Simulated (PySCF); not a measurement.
Computed IR spectrum (relative IR intensity) of a molecule C4H3N2, multiplicity 2. Geometry: PBE0-D3(BJ)/def2-SVP. One conformer was computed; it need not be the lowest. The numbers are results of PBE0-D3(BJ)/def2-SVP run with PySCF, not measurements. Harmonic, unscaled wavenumbers; measured fundamentals usually lie a few per cent lower.

Lines under 2 % of the strongest are left out, and lines within 2 cm⁻¹ are merged.

| ν (cm⁻¹) | relative intensity |
|---|---|
| 568 | 42 |
| 696 | 15 |
| 716 | 55 |
| 907 | 5.0 |
| 1003 | 14 |
| 1096 | 6.5 |
| 1201 | 18 |
| 1437 | 53 |
| 1455 | 12 |
| 1580 | 56 |
| 1651 | 100 |
| 3190 | 19 |
| 3192 | 8.6 |

**Question.** Pick the molecule that these values belong to.
A. [c]1ncccn1
B. [c]1ccncn1
C. [c]1cncnc1
D. [c]1cnccn1

**Answer.** C, [c]1cncnc1
